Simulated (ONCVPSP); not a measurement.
Building the ONCV potential for dysprosium (PBE, scalar-relativistic).

- Element: Dy (Z = 66)
- Generator: ONCVPSP 4.0.1
- Type: optimised norm-conserving Vanderbilt (ONCV)
- Functional: PBE
- Relativity: scalar-relativistic
- Frozen core: [Kr] 4d10 4f9
- Valence charge: 11
- Reference configuration: 5s2 5p6 5d1 6s1 (charge +1)
- Partial waves: 5s+6s: rc 2.00 bohr, ncon 3, nbas 8, qcut 6.2 1/bohr, 2 projectors; 5p: rc 1.90 bohr, ncon 5, nbas 8, qcut 6.4 1/bohr, 2 projectors, debl 2.2 Ha; 5d: rc 1.90 bohr, ncon 3, nbas 7, qcut 4.6 1/bohr, local
- Local potential: the d channel
- Core correction: polynomial model core, fcfact 0.7

* Cutoffs needed: 17 Ha and 29 Ha (the cutoffs (Ha) at which the residual kinetic energy of the hardest occupied pseudo-wave falls to 1 and 0.1 mHa per electron)
* Ghost test: no bound ghost flagged; no localised positive-energy state flagged
* Largest excitation error: -111 meV (all-electron minus pseudo) for 5s2 5p6 5d0 6s0, out of 4 test configurations
* rms error of d²Exc/dni dnj: 5.52 mHa without and 1.09 mHa with the model core
